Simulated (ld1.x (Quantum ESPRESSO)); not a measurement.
# boron: one change to an RRKJ potential, before and after

- Element: boron (B)
- Generator: ld1.x (Quantum ESPRESSO) 7.5
- Type: norm-conserving RRKJ (Kleinman–Bylander form)
- Functional: PBE
- Relativity: non-relativistic
- Frozen core: [He]
- Valence charge: 3
- Reference configuration: 2s2 2p1
- Partial waves: 2p (bound): rc 2.75 bohr; 3d channel at -0.1 Ry: rc 3.00 bohr; 2s (bound): rc 1.15 bohr
- Local potential: the s channel
- Core correction: none
- rho0: 0.005

Change: wave 2p (bound): rc 2.75 bohr becomes 2p (bound): rc 2.44 bohr.

Cutoffs: the cutoffs (Ry, on a coarse ladder) from which the occupation-weighted sum of valence levels, in a spherical-Bessel basis at the reference potential, stays within 10 and 1 mRy of its value at 400 Ry; they do not see the model core or the augmentation charge, which bear on the density cutoff. Errors are all-electron minus pseudo energies relative to the spin-unpolarised reference configuration.

Task: What does the change do?

Result: The potential gets neither clearly harder nor softer (21 Ry and 55 Ry → 21 Ry and 55 Ry); the s channel sets the loose cutoff, while the largest relative change is in p, which becomes harder; of the 7 tests that both files solve, the error grows in 0 and shrinks in 7 by more than 15 % and 0.3 meV (median size 40.4 → 23.9 meV); neither file shows a bound ghost. Less of the atom is replaced, so other configurations are described better.

| quantity | base | changed |
| --- | --- | --- |
| cutoff, loose | 21 Ry | 21 Ry |
| cutoff, tight | 55 Ry | 55 Ry |
| loose cutoff by channel (10 mRy a level) | p 12 Ry, s 18 Ry | p 15 Ry, s 18 Ry |
| bound ghosts | none | none |
| error for 2s2 2p0, meV [ΔE 8.22 eV] | +78 | +51 |
| error for 2s1 2p0, meV [ΔE 33.64 eV] | +260 | +183 |
| error for 2s2 2p0.5, meV [ΔE 2.89 eV] | +11 | +6.7 |
| error for 2s1 2p2, meV [ΔE 5.84 eV] | -11 | -4.1 |
| error for 2s1 2p1, meV [ΔE 14.36 eV] | -40 | -24 |
| error for 2s0 2p3, meV [ΔE 11.71 eV] | -51 | -24 |
| error for 2s2 2p1.3, meV [ΔE -0.74 eV] | +0.9 | +0.5 |
| s: phases at 3.27 bohr within 0.05 rad from the reference energy up to (Ry; the scan ends near 5) | 4.7 | 4.7 |
| p: phases at 3.27 bohr within 0.05 rad from the reference energy up to (Ry; the scan ends near 5) | 0.8 | 0.9 |
| d: phases at 3.27 bohr within 0.05 rad from the reference energy up to (Ry; the scan ends near 5) | 3.0 | 3.0 |
